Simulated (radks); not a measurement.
The numbers below are computed, except where a source is named.
Effect of the nuclear size on the palladium ion Pd+, [Kr] 4d9. Code: a radial shooting solver on a logarithmic mesh with Libxc functionals. Model: Dirac Kohn-Sham, exchange-only LDA, spin-unpolarised, spherical densities, finite nucleus; open shells fill j = l - 1/2 first; Fermi nuclear charge, rms radius 4.5318 fm. The rms radius is varied about that value; shifts are against it.

| rms radius (fm) | total energy shift (eV) | density at nucleus (e/bohr^3) | 1s1/2 shift (meV) | 2s1/2 shift (meV) | 4s1/2 shift (meV) | 5s1/2 (empty) shift (meV) |
|---|---|---|---|---|---|---|
| 3.9245 | -0.625 | 1.347e+05 | -264 | -29.2 | -1.03 | -0.096 |
| 4.1149 | -0.437 | 1.339e+05 | -184 | -20.4 | -0.721 | -0.067 |
| 4.5318 | 0 | 1.322e+05 | 0.000 | 0.000 | 0.000 | 0.000 |
| 4.8581 | 0.368 | 1.31e+05 | 155 | 17.2 | 0.606 | 0.056 |
| 5.4608 | 1.11 | 1.291e+05 | 466 | 51.7 | 1.82 | 0.170 |

Slopes of the eigenvalues against <r^2> in GHz/fm^2, as finite differences over the two radii next to the reference (eigenvalue slopes, not the field-shift constants of lines): 1s1/2 12300, 2s1/2 1360, 4s1/2 48.1, 5s1/2 (empty) 4.48.
